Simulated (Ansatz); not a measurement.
ClFHISi (`F[SiH](Cl)I`), charge 0, multiplicity 1.

Question: Give a relaxed structure at PBE0-D4/def2-TZVP (Ansatz). (Estimate.)

Answer: Computed: 
Z-matrix (Å, degrees):
```
Si
F 1 1.584
I 1 2.411 2 108.6
Cl 1 2.028 2 108.1 3 120.4
H 1 1.470 2 108.7 3 -120.5
```
